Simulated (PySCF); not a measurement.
C$_{4}$H$_{5}$ (SMILES [CH]=CC=C), doublet, geometry from GFN2-xTB; SCAN/6-31G in PySCF.

PySCF was given this input:
```python
from pyscf import gto, scf, dft

mol = gto.Mole()
mol.atom = '''
    C     0.60085967    1.81351297    0.01556469
    C     0.61610420    0.51445077    0.00328056
    C    -0.56525911   -0.35580246   -0.00191456
    C    -0.48769899   -1.67890196   -0.01458395
    H    -0.11254112    2.60487760    0.02484085
    H     1.56076214   -0.02055891   -0.00416798
    H    -1.52208225    0.14758648    0.00526689
    H     0.45913300   -2.19376719   -0.02184815
    H    -1.36930637   -2.29769393   -0.01817201
'''
mol.basis = '6-31g'
mol.spin = 1
mol.verbose = 3
mol.build()

mf = dft.UKS(mol)
mf.xc = 'scan'
mf.grids.prune = None
mf.kernel()
mf.analyze()
```

Problem. Predict the main parts of the log of this PySCF run.

Solution. 
```
converged SCF energy = -155.186056450054  <S^2> = 0.80470588  2S+1 = 2.0539775
**** MO energy ****
                             alpha | beta                alpha | beta
MO #1   energy= -10.0652310723811  | -10.0636145808112  occ= 1 | 1
MO #2   energy= -10.0651404093625  | -10.0586888638866  occ= 1 | 1
MO #3   energy= -10.057947461991   | -10.0485067710859  occ= 1 | 1
MO #4   energy= -10.0444564306428  | -10.0430351482583  occ= 1 | 1
MO #5   energy= -0.782530617030438 | -0.776083226315335 occ= 1 | 1
MO #6   energy= -0.711233735374634 | -0.698945161765061 occ= 1 | 1
MO #7   energy= -0.57079520554385  | -0.554221082002632 occ= 1 | 1
MO #8   energy= -0.529994362686289 | -0.521907058165797 occ= 1 | 1
MO #9   energy= -0.452209183057015 | -0.443927697343905 occ= 1 | 1
MO #10  energy= -0.417053651796329 | -0.408485923263423 occ= 1 | 1
MO #11  energy= -0.379289497723434 | -0.371849984996949 occ= 1 | 1
MO #12  energy= -0.336142715808083 | -0.331143625121851 occ= 1 | 1
MO #13  energy= -0.306114345465761 | -0.304790257080195 occ= 1 | 1
MO #14  energy= -0.221118732553284 | -0.215625912083041 occ= 1 | 1
MO #15  energy= -0.210952085995925 | -0.0699266487196963 occ= 1 | 0
MO #16  energy= -0.043120466675141 | -0.0341848199413908 occ= 0 | 0
MO #17  energy= 0.062824923479937  | 0.0673164046269985 occ= 0 | 0
MO #18  energy= 0.111284130785932  | 0.119662750974652  occ= 0 | 0
MO #19  energy= 0.124448315061391  | 0.126811407157475  occ= 0 | 0
MO #20  energy= 0.155353211836033  | 0.16217766529393   occ= 0 | 0
MO #21  energy= 0.171269699673704  | 0.180952584599995  occ= 0 | 0
MO #22  energy= 0.206776281517525  | 0.212648097408211  occ= 0 | 0
MO #23  energy= 0.314982400055366  | 0.324668179853147  occ= 0 | 0

To work with the spin densities directly, `use mulliken_meta_spin()` only printing them here.

 ** Mulliken spin pop alpha/beta on meta-lowdin orthogonal AOs **
 ** Mulliken Spin Density (per atom)  **
spin density of  0 C =      1.15038
spin density of  1 C =     -0.21242
spin density of  2 C =      0.18105
spin density of  3 C =     -0.16073
spin density of  4 H =     -0.01479
spin density of  5 H =      0.04873
spin density of  6 H =     -0.00600
spin density of  7 H =      0.00577
spin density of  8 H =      0.00801
 ** Mulliken pop alpha/beta on meta-lowdin orthogonal AOs **
 ** Mulliken atomic charges   ( Nelec_alpha | Nelec_beta ) **
charge of  0C =     -0.15460  (     3.65249      2.50211 )
charge of  1C =     -0.12224  (     2.95491      3.16733 )
charge of  2C =     -0.09077  (     3.13591      2.95486 )
charge of  3C =     -0.25015  (     3.04471      3.20544 )
charge of  4H =      0.13891  (     0.42315      0.43794 )
charge of  5H =      0.12540  (     0.46167      0.41294 )
charge of  6H =      0.11450  (     0.43975      0.44575 )
charge of  7H =      0.11636  (     0.44470      0.43894 )
charge of  8H =      0.12259  (     0.44271      0.43470 )
Dipole moment(X, Y, Z, Debye): -0.64309, -0.30901, -0.00132
```
